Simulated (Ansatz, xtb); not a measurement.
# CH6Sn2: which of two structures lies lower

We compare a, `[CH3][Sn][SnH3]`, a singlet, with b, a singlet given by its coordinates. Both are isolated molecules in the gas phase, relaxed with r2SCAN-D4/def2-SVP.

a (Å):

```xyz
9

C    -0.5609    2.6539   -0.3025
Sn    1.4922    2.1785    0.3769
Sn    0.7368   -0.5732    0.7841
H    -0.6618    3.7167   -0.5686
H    -1.2895    2.4101    0.4898
H    -0.8229    2.0368   -1.1792
H    -0.5787   -0.7133    1.8960
H     0.1563   -1.2929   -0.6760
H     1.9556   -1.6401    1.3724
```

b (Å):

```xyz
9

C    -1.1827   -0.0419    0.9649
Sn    1.3231    0.1221   -2.1702
Sn   -1.2657    1.3063   -0.7846
H     1.4761   -1.0080   -0.8029
H    -2.1249   -0.6127    1.0198
H    -0.6065   -0.0653   -2.0525
H     0.7027    1.4770   -0.9246
H    -0.3362   -0.7413    0.9262
H    -1.1095    0.5681    1.8809
```

Close contacts (Å): C1–Sn3 2.21, Sn2–Sn3 3.17, C1–H5 1.10, C1–H8 1.10, C1–H9 1.10, Sn2–H4 1.78, Sn2–H6 1.94, Sn2–H7 1.94, Sn3–H6 1.98, Sn3–H7 1.98.

Quicker runs give these differences E(b) − E(a): GFN2-xTB −0.529 eV; HF/STO-3G +3.122 eV (at GFN2-xTB geometries); r2SCAN-D4/def2-SVP//GFN2-xTB −0.014 eV.

Q: Which of the two would you expect CCSD(T)/def2-SVP + ΔMP2/def2-TZVPP electronic energies to favour?

A: Not settled: CCSD(T)/def2-SVP + ΔMP2/def2-TZVPP gives E(b) − E(a) = −0.135 eV, but this leans on the basis-set step: CCSD(T) alone gives +0.039 eV.

Level by level:

```csv
level,geometry,E(b) − E(a) (eV),departure from the last row (eV),"job, with rough time for the two"
GFN2-xTB,GFN2-xTB,−0.529,−0.394,"optimisation, 0.4 s"
HF/STO-3G,GFN2-xTB,+3.122,+3.257,"single point, 3.1 s"
r2SCAN-D4/def2-SVP//GFN2-xTB,GFN2-xTB,−0.014,+0.122,"single point, 6.9 s"
r2SCAN-D4/def2-SVP,r2SCAN-D4/def2-SVP,−0.152,−0.017,"optimisation, 65 s"
HF/def2-SVP,r2SCAN-D4/def2-SVP,+0.265,+0.401,part of the CCSD(T) run
MP2/def2-SVP,r2SCAN-D4/def2-SVP,+0.077,+0.212,part of the CCSD(T) run
CCSD(T)/def2-SVP,r2SCAN-D4/def2-SVP,+0.039,+0.175,single point
CCSD(T)/def2-SVP + ΔMP2/def2-TZVPP,r2SCAN-D4/def2-SVP,−0.135,,"single point, 61 s"
```

HF/STO-3G, HF/def2-SVP, MP2/def2-SVP, CCSD(T)/def2-SVP put the two in the other order. r2SCAN-D4/def2-SVP//GFN2-xTB finds them nearly level. The largest departure from CCSD(T)/def2-SVP + ΔMP2/def2-TZVPP is that of HF/STO-3G, 3.257 eV. A small imaginary or near-zero mode remains, so no thermal terms are given. The last row adds to CCSD(T) the change of the MP2 difference between the two basis sets, here −0.175 eV, a large step that makes the value less sure.

The correlated steps freeze 9 core orbitals; the filled d shell of Sn is correlated, in a basis made for valence electrons. Atoms past krypton carry core potentials in the def2 sets, other sets are all-electron and non-relativistic, and no spin–orbit term is included. Codes used: Ansatz 0.2.0, xtb 6.7.1; the last row on 1 thread of Arm Neoverse V1 on a shared host.
